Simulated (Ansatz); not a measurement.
Ansatz (a first-principles code) input:

Ansatz 0.2 input:
```yaml
crystal:
  periodic: [false, false, false]
  atoms:
    - {symbol: C, position_ang: [2.32003156, -0.21338363, 0.15870825]}
    - {symbol: C, position_ang: [0.97293156, -0.28716560, 0.14835701]}
    - {symbol: C, position_ang: [0.04644238, 0.73158387, -0.30132222]}
    - {symbol: C, position_ang: [-1.31808495, 0.71461345, -0.33571114]}
    - {symbol: C, position_ang: [-2.02881568, -0.52945280, 0.15751773]}
    - {symbol: H, position_ang: [2.93969569, -1.02943903, 0.51520037]}
    - {symbol: H, position_ang: [2.83639264, 0.67598779, -0.19364562]}
    - {symbol: H, position_ang: [0.53479063, -1.21220202, 0.51784304]}
    - {symbol: H, position_ang: [0.55952661, 1.63510270, -0.65962978]}
    - {symbol: H, position_ang: [-2.72121107, -0.25516495, 0.96475008]}
    - {symbol: H, position_ang: [-2.67244515, -0.92009068, -0.64211496]}
    - {symbol: H, position_ang: [-1.43177855, -1.39136554, 0.53229906]}
basis:
  gaussian:
    orbitals: def2-TZVP
hamiltonian:
  xc: b3lyp
  dispersion: d3bj
total_charge: -1
phonons: {temperatures: {t_min: 298.15, t_max: 298.15, t_step: 100}}
```

**Question.** What final total energy does it print?

**Answer.** -194.74564 Eh (B3LYP-D3(BJ)/def2-TZVP). The basis has 197 functions. The run takes very roughly 5 core-minutes.

It need not be the lowest isomer of its formula. Whether it binds its extra electron was not tested at this geometry.
